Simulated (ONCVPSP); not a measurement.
**What the settings do to the ONCV potential of selenium (Se)**

Base potential:

selenium, optimised norm-conserving Vanderbilt (ONCV), made with ONCVPSP 4.0.1 (LDA (Perdew-Wang 92), scalar-relativistic). Core [Ar] 3d10, reference 4s2 4p2 (charge +2). Waves: 4s: rc 1.55 bohr, ncon 3, nbas 7, qcut 4.3 1/bohr, 1 projector; 4p: rc 1.25 bohr, ncon 3, nbas 7, qcut 6.5 1/bohr, local. Local part: the p channel. Core correction: Teter function, fcfact 3.75, rcfact 1.25.

All-electron outer shells of the reference configuration (LDA (PZ), scalar-relativistic, ld1.x):

```tsv
shell	level (eV)	outermost node (bohr)	outermost maximum (bohr)
3p	-175.48	0.21	0.50
3d	-76.11	–	0.45
4s	-37.91	0.70	1.47
4p	-25.71	0.73	1.69
```

Cutoffs, loose and tight: the cutoffs (Ha) at which the residual kinetic energy of the hardest occupied pseudo-wave falls to 1 and 0.1 mHa per electron. They do not see the model core or the augmentation charge, which bear on the density cutoff. Test errors are all-electron minus pseudo excitation energies from the reference, over the configurations 4s2 4p4; 4s2 4p3; 4s2 4p1; 4s2 4p0. A dash means not determined; rows that change the core or the reference have their own tests.

A true bound ghost makes a file unfit for plane-wave use even where its test errors are small: the radial tests pick states by their node count and pass the ghost by.

| change | outcome | cutoff, loose | cutoff, tight | bound ghosts | GHOST(+) flags above zero | largest test error (meV) |
| --- | --- | --- | --- | --- | --- | --- |
| base | generated | 24 Ha | 118 Ha | none | s | +20 |
| all radii but the core radius scaled by about 0.91 (s 1.42, p 1.14 bohr) | generated | – | – | s | none | +24 |
| all radii but the core radius scaled by about 1.10 (s 1.70, p 1.38 bohr) | generated | 12 Ha | 46 Ha | none | none | +19 |
| all radii but the core radius scaled by about 1.15 (s 1.78, p 1.44 bohr) | generated | 12 Ha | 40 Ha | none | none | +33 |
| all radii but the core radius scaled by about 1.26 (s 1.96, p 1.58 bohr) | generated | 13 Ha | 20 Ha | none | none | +69 |
| all radii but the core radius scaled by about 1.31 (s 2.04, p 1.64 bohr) | generated | 13 Ha | 17 Ha | none | s | +88 |

**Question.** What comes out with this change to the base: all radii but the core radius scaled by about 0.86 (s 1.34, p 1.08 bohr)?

**Answer.** outcome: generated; cutoff, loose: 166 Ha; cutoff, tight: 215 Ha; bound ghosts: s; GHOST(+) flags above zero: none; largest test error (meV): +27.

**Question.** What comes out with this change to the base: all radii but the core radius scaled by about 0.79 (s 1.22, p 0.98 bohr)?

**Answer.** outcome: failed: ERROR pspot: first pseudo wave function has node, program will stop. Cause: the optimised pseudo-wave of the first projector has a node, so the radial equation cannot be inverted for a potential.

Reading the sweep of the scale of all radii but the core radius (base = 1) (base included, trends over the rows without a ghost): The loose cutoff is not monotonic: lowest 12 Ha at 1.1, highest 24 Ha at 1. The median size of the test errors (rows with all tests solved) rises from 5.8 meV at 1 to 21.8 meV at 1.31. More of the atom is replaced by a form fitted at one configuration, so other configurations suffer as the radius grows. Bound ghosts are found at 0.86, 0.91. The generation fails at 0.79.
